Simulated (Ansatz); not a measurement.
Relaxation of Cl₃GaH₂O (7 atoms, charge 0, multiplicity 1), to a largest force component of 0.03 eV/Å in at most 50 steps.

All numbers below come from RKS PBE-D4/def2-SVP in Ansatz.

```xyz
7
Properties=species:S:1:pos:R:3
Ga -1.186 -0.549 -0.246
Cl 0.302 -2.089 0.325
Cl -1.785 -0.364 -2.287
Cl -2.134 0.541 1.335
H 1.787 0.073 0.117
O 1.562 1.005 -0.069
H 1.452 1.382 0.825
```

Task: Where does it end, and by what steps?

Result: The run converged. After 9 steps the energy has fallen by 0.707 eV; H7 moved furthest, 0.60 Å. Joined: Ga1–O6.

| step | energy less start (eV) | largest force component (eV/Å) | accepted |
| --- | --- | --- | --- |
| 0 | 0.0000 | 0.924 | yes |
| 1 | -0.1505 | 0.994 | yes |
| 2 | -0.3620 | 0.926 | yes |
| 3 | -0.5830 | 0.445 | yes |
| 4 | -0.6635 | 0.803 | yes |
| 5 | -0.6511 | 0.543 | no |
| 6 | -0.6965 | 0.068 | yes |
| 7 | -0.7019 | 0.130 | yes |
| 8 | -0.7057 | 0.099 | yes |
| 9 | -0.7072 | 0.020 | yes |

```xyz
7
Properties=species:S:1:pos:R:3
Ga -0.729 -0.402 -0.216
Cl 0.299 -2.246 0.328
Cl -1.495 -0.187 -2.214
Cl -1.684 0.694 1.407
H 1.694 0.074 0.182
O 1.037 0.737 -0.128
H 0.879 1.329 0.640
```

Whether the end is a true minimum wasn't checked by a vibrational analysis.

The run took 15 s on 2 threads of Intel(R) Xeon(R) Platinum 8488C (Sapphire Rapids) (shared host), peak memory 0.18 GiB.
